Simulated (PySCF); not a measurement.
CdI, SMILES [Cd+][I], charge +1. Heavy atoms are numbered as in [Cd+:1][I:2].

Coordinates come from a r2SCAN-D4/def2-TZVP optimisation. The spin state was assumed, not searched. The def2 effective core potentials stand for the cores of Cd, I; spin–orbit coupling is left out.

The numbers are results of HF/def2-TZVPD (PySCF), not measurements.

Mulliken values depend strongly on the basis, most of all with diffuse functions as here. ESP charges are fitted to the potential on shells at 1.4 to 2.0 van der Waals radii. Atomic charges (e), one atom of each kind:

```tsv
atom	Mulliken	ESP fit
Cd1	1.02	1.16
I2	-0.02	-0.16
```
